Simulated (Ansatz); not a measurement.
Basis sets compared for B6P5H18⁻, a cluster cut from wurtzite BP (hydrogen-capped). Total charge -1; singlet. Geometry PBE-D4/def2-SVP. Ansatz on 4 threads of Intel Xeon 6975P-C on a shared host; times are rough, and most runs start from earlier orbitals.

```xyz
29

B     0.7167   -1.4902    1.7792
P     1.2707   -1.3400   -0.0999
P    -1.9127   -1.5006   -0.2304
B    -0.2963   -1.4429   -1.3290
B     2.3697    0.2453   -0.4738
P    -0.3087    0.1821   -2.4161
P    -0.4498    0.0731    2.0565
B    -2.2035   -0.1870    1.1767
B     0.4385    1.7856    1.6968
P     1.1540    1.7572   -0.1303
B    -0.1825    1.9352   -1.5793
H     0.0837   -2.5358    1.9532
H     1.7270   -1.3987    2.4730
H     2.0296   -2.5064   -0.4417
H    -1.9592   -2.8342    0.2792
H    -3.0443   -1.5752   -1.1102
H    -0.2679   -2.4238   -2.0632
H     3.2985    0.2519    0.3310
H     2.7310    0.2430   -1.6543
H     0.7274   -0.0158   -3.3792
H    -1.4339    0.1127   -3.3046
H    -0.7588    0.0842    3.4546
H    -3.0359   -0.6655    1.9455
H    -2.5844    0.8373    0.6208
H     1.4064    1.8520    2.4577
H    -0.3629    2.7111    1.8219
H     1.9574    2.9365   -0.2493
H    -1.2970    2.1874   -1.1348
H     0.1868    2.7215   -2.4501
```

```csv
level,functions,energy (Eh),HOMO (eV),LUMO (eV),wall time
PBE-D4/def2-SVP,264,-1865.2337,-2.33,2.29,4.2 s
PBE0-D4/def2-SVP,264,-1865.4568,-3.49,3.05,8.5 s
```

Task: Estimate the rows for PBE-D4/def2-SVPD, PBE0-D4/def2-SVPD.

Result: 
```tsv
level	functions	energy (Eh)	HOMO (eV)	LUMO (eV)	wall time
PBE-D4/def2-SVPD	384	-1865.2634	-2.52	1.73	8.5 s
PBE0-D4/def2-SVPD	384	-1865.4801	-3.61	2.41	19 s
```
